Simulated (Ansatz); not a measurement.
Reaction (formal loss of a carbene): `C[Si]1(O)C=C1` → `[CH2]` (triplet) + `O[SiH]1C=C1`

Program: Ansatz. Geometries: PBE0-D4/def2-TZVP. ΔE: electronic, gas phase. CBS: MP2 limit from def2 TZ/QZ plus the TZ coupled-cluster correction, frozen cores. This one scheme is used for every species. DFT in def2-TZVPP. Triplets are unrestricted, without spin–orbit coupling. Each species was taken in one conformer, which may not be the lowest.

| level | ΔE (eV) |
| --- | --- |
| r2SCAN-D4 | 4.82 |
| ωB97X-V | 5.12 |
| B2PLYP | 4.92 |
| PBE-QIDH | 5.00 |
| BHLYP | 4.74 |
| CAM-B3LYP | 4.93 |
| SCS-MP2/def2-TZVPP | 5.03 |
| MP2/CBS(def2) | 5.17 |

What does CCSD(T)/CBS give? (Estimate.)

Ansatz gave: +5.02 eV. The listed levels differ from it by -0.20, 0.10, -0.10, -0.02, -0.28, -0.09, 0.01, 0.15 eV.

Largest T1 diagnostic among the species: 0.012.

From r2SCAN to r2SCAN0 (25 % exact exchange), in def2-TZVPP and without D4, ΔE moves by −0.04 eV. The D4 term adds +0.11 eV with B3LYP and +0.06 eV with PBE0; it sums over pairs of atoms, weighted by their polarisabilities, and B3LYP, whose exchange is more repulsive, gets the larger term.

CCSD(T)/CBS has its own doubt, a few kJ/mol and more with outer-core shells, so smaller differences from it don't rank the levels.

B3LYP here is the variant with VWN-RPA as its local correlation; programs differ in this.
